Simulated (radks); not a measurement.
The gold anion Au-, [Hg], held by a Watson sphere: a shell of charge +0.61 at radius R that stands for the Madelung well of a crystal (potential energy -0.61/R inside, -0.61/r outside, in hartree with lengths in bohr). Method: scalar-relativistic Kohn-Sham, PBE, spin-unpolarised, spherical densities, point nucleus; computed with a radial shooting solver on a logarithmic mesh with Libxc functionals. Response by self-consistent Sternheimer equations with the Hartree and adiabatic LDA kernel, the relativistic mass of each level held fixed and spin-orbit coupling left out. The sphere does not respond.

R (bohr)  e(5p) (eV)  e(5d) (eV)  e(6s) (eV)  <r> 6s (bohr)  sum of <r^2> (bohr^2)  X-ray form factor at sin(theta)/lambda = 0.2 1/angstrom  alpha (bohr^3)
3.45         -56.635      -3.785      -3.362          3.035                  74.28                                                   67.107           62.56
3.91         -56.374      -3.502      -3.109          3.087                  75.37                                                   67.104           68.42
4.31         -56.163      -3.278      -2.896          3.126                  76.18                                                   67.105           73.51
4.59         -56.024      -3.134      -2.754          3.150                  76.67                                                   67.106           77.01
5.34         -55.688      -2.790      -2.410          3.201                  77.75                                                   67.109           85.86
5.49         -55.627      -2.728      -2.348          3.210                  77.92                                                   67.110           87.52
6.09         -55.402      -2.500      -2.117          3.237                  78.53                                                   67.112           93.72
6.35         -55.314      -2.411      -2.027          3.247                  78.75                                                   67.112           96.18
